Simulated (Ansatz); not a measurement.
Relaxation of H9NOSi2 (13 atoms, charge 0, multiplicity 1), to a largest force component of 0.03 eV/Å in at most 50 steps.

All numbers below come from RKS B3LYP-D4/def2-SVP in Ansatz.

```xyz
13
Properties=species:S:1:pos:R:3
Si -0.175 0.312 1.583
N 1.668 -1.505 -0.177
O -0.617 0.811 0.071
Si -1.091 0.915 -1.506
H -0.835 1.220 2.565
H -0.636 -1.075 1.866
H 1.955 -0.674 0.335
H 1.257 0.410 1.765
H 1.072 -2.051 0.438
H 1.105 -1.214 -0.971
H -1.233 2.350 -1.879
H -0.072 0.278 -2.390
H -2.397 0.222 -1.702
```

Task: Where does it end, and by what steps?

Result: The run converged. After 36 steps the energy has fallen by 0.148 eV; H12 moved furthest, 1.02 Å.

| step | energy less start (eV) | largest force component (eV/Å) | accepted |
| --- | --- | --- | --- |
| 0 | 0.0000 | 1.015 | yes |
| 2 | -0.0998 | 0.257 | yes |
| 4 | -0.1060 | 0.195 | yes |
| 6 | -0.1124 | 0.120 | yes |
| 8 | -0.1123 | 0.232 | no |
| 10 | -0.1172 | 0.101 | yes |
| 12 | -0.1216 | 0.081 | yes |
| 14 | -0.1280 | 0.327 | yes |
| 16 | -0.1319 | 0.160 | yes |
| 18 | -0.1351 | 0.072 | yes |
| 20 | -0.1363 | 0.086 | yes |
| 22 | -0.1379 | 0.041 | yes |
| 24 | -0.1393 | 0.072 | yes |
| 26 | -0.1407 | 0.088 | yes |
| 28 | -0.1427 | 0.088 | yes |
| 30 | -0.1441 | 0.127 | yes |
| 32 | -0.1458 | 0.076 | yes |
| 34 | -0.1472 | 0.035 | yes |
| 36 | -0.1480 | 0.027 | yes |

```xyz
13
Properties=species:S:1:pos:R:3
Si -0.158 0.501 1.434
N 1.780 -1.898 -0.139
O -0.260 0.574 -0.227
Si -1.225 0.997 -1.517
H -1.004 1.579 2.026
H -0.646 -0.817 1.929
H 2.420 -1.465 0.529
H 1.255 0.708 1.845
H 1.096 -2.415 0.415
H 1.269 -1.133 -0.580
H -1.975 2.251 -1.205
H -0.350 1.213 -2.702
H -2.201 -0.095 -1.806
```

Whether the end is a true minimum wasn't checked by a vibrational analysis.

The run took 96 s on 2 threads of Arm Neoverse V1, on a shared host, peak memory 0.23 GiB.
